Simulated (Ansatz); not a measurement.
One change: `[Se]=CBr` becomes `SC=[Se]`.

Ansatz, PBE0-D4/def2-TZVP geometries, multiplicity 1. Each molecule was computed in one conformer, which needn't be the lowest.

Scalar relativity is left out up to krypton.

| property | `[Se]=CBr` |
| --- | --- |
| LUMO energy (B3LYP/def2-TZVPP) / eV | -3.16 |
| HOMO–LUMO gap (PBE0/def2-TZVPP) / eV | 3.85 |
| HOMO energy (ωB97M-V/def2-TZVPP) / eV | -8.97 |
| LUMO energy (PBE0/def2-TZVPP) / eV | -2.99 |
| HOMO–LUMO gap (PBE/def2-TZVPP) / eV | 1.93 |
| HOMO–LUMO gap (ωB97M-V/def2-TZVPP) / eV | 8.05 |

Give the same properties after the change, and the shifts. (Best estimate.)

Ansatz gave: 
```tsv
property	`SC=[Se]`	shift
LUMO energy (B3LYP/def2-TZVPP) / eV	-2.66	0.50
HOMO–LUMO gap (PBE0/def2-TZVPP) / eV	3.90	0.05
HOMO energy (ωB97M-V/def2-TZVPP) / eV	-8.53	0.44
LUMO energy (PBE0/def2-TZVPP) / eV	-2.50	0.49
HOMO–LUMO gap (PBE/def2-TZVPP) / eV	1.98	0.05
HOMO–LUMO gap (ωB97M-V/def2-TZVPP) / eV	8.06	0.01
```

With PBE0 the HOMO rises by 0.44 eV and the LUMO rises by 0.49 eV, so the gap widens by about 0.05 eV. PBE moves the HOMO by 0.44 eV and ωB97M-V by 0.44 eV. The zero-point energy changes by 25.7 kJ/mol with +3 modes.

B3LYP here is the variant with VWN-RPA as its local correlation; programs differ in this.

Spin–orbit coupling is left out; it splits and shifts lone-pair levels of the heavy atoms by tenths of an eV.
